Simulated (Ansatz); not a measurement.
VP2H6Br2⁻, that is VBr2(PH3)2 with one electron more. The state is a triplet with charge -1. Geometry r2SCAN-D4/def2-SVP, that of the neutral quartet.

```tsv
atom	x (Å)	y (Å)	z (Å)
V1	0.864	-0.948	0.343
Br2	1.364	0.591	2.200
Br3	1.372	-3.131	-0.511
P4	1.054	0.988	-1.156
H5	0.777	0.968	-2.553
H6	2.340	1.588	-1.229
H7	0.318	2.160	-0.828
P8	-1.522	-0.630	0.790
H9	-2.018	0.696	0.924
H10	-1.978	-1.130	2.038
H11	-2.571	-1.153	-0.019
```

At PBE-D4/def2-TZVPD, r2SCAN-D4/def2-TZVPD, PBE0-D4/def2-TZVPD the highest occupied level of the charge -1 triplet lies above zero (up to 1.29 eV). By energy differences its removal costs 0.78 eV (vertical, to the charge 0 quartet, at r2SCAN-D4/def2-TZVPD); a positive level beside a positive removal energy at the same level points to self-interaction error. At r2SCAN-D4/def2-TZVPD, PBE0-D4/def2-TZVPD the charge -1 triplet is spin-contaminated (final ⟨S²⟩ up to 2.29, 2.00 for a pure state). At PBE0-D4/def2-TZVPD a quintet of charge -1 lies 0.17 eV below the triplet at the same geometry.

**Question.** Estimate the α-spin orbital energies around the gap (eV) in Ansatz with PBE-D4/def2-TZVPD, r2SCAN-D4/def2-TZVPD, PBE0-D4/def2-TZVPD.

**Answer.** 
| orbital | PBE-D4/def2-TZVPD | r2SCAN-D4/def2-TZVPD | PBE0-D4/def2-TZVPD |
| --- | --- | --- | --- |
| HOMO−5 | -2.80 | -3.03 | -3.89 |
| HOMO−4 | -2.59 | -2.83 | -3.72 |
| HOMO−3 | -2.50 | -2.73 | -3.61 |
| HOMO−2 | 0.49 | 0.15 | -1.10 |
| HOMO−1 | 0.58 | 0.20 | -1.07 |
| HOMO | 0.61 | 0.31 | -0.82 |
| LUMO | 1.76 | 2.20 | 2.84 |
| LUMO+1 | 1.78 | 2.23 | 3.24 |
| LUMO+2 | 2.42 | 2.96 | 3.26 |
| LUMO+3 | 2.84 | 3.33 | 3.34 |
| LUMO+4 | 2.89 | 3.41 | 3.39 |
| LUMO+5 | 2.90 | 3.45 | 3.47 |
| β HOMO | 1.23 | 1.29 | 0.67 |
| β LUMO | 1.97 | 2.38 | 2.77 |
